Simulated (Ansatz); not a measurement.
Frontier orbitals of `N=C(O)[SiH3]`.

```xyz
9

N    -1.056    0.560    1.237
C    -0.120   -0.061    0.655
O     0.678   -0.878    1.369
Si    0.349    0.001   -1.186
H    -1.584    1.140    0.593
H     0.363   -0.841    2.287
H    -0.615    0.920   -1.842
H     1.733    0.515   -1.336
H     0.252   -1.356   -1.777
```

Charge 0, multiplicity 1. The structure was optimised at the PBE0-D4/def2-TZVP level. It is one conformer, not always the lowest. Basis def2-TZVPP, the Gaussian-basis code of Ansatz.

```json
{"functional": "PBE", "HOMO (eV)": "-6.43", "LUMO (eV)": "-1.42", "gap (eV)": "5.01"}
{"functional": "PBE0", "HOMO (eV)": "-7.87", "LUMO (eV)": "-0.41", "gap (eV)": "7.46"}
{"functional": "B3LYP", "HOMO (eV)": "-7.65", "LUMO (eV)": "-0.64", "gap (eV)": "7.01"}
{"functional": "r2SCANh", "HOMO (eV)": "-7.26", "LUMO (eV)": "-0.86", "gap (eV)": "6.40"}
{"functional": "ωB97M-V", "HOMO (eV)": "-10.21", "LUMO (eV)": "1.74", "gap (eV)": "11.95"}
{"functional": "HF", "HOMO (eV)": "-11.33", "LUMO (eV)": "3.16", "gap (eV)": "14.49"}
```

A quarter of exact exchange (PBE0) shifts PBE's HOMO by −1.44 eV and its LUMO by +1.01 eV; full exchange at long range (ωB97M-V) shifts them by −3.78 and +3.16 eV. The gap opens from 5.01 to 11.95 eV, since occupied levels lose self-interaction and empty ones feel all the electrons. A positive LUMO is unbound and depends on the basis.

B3LYP here is the variant with VWN-RPA as its local correlation; programs differ in this.
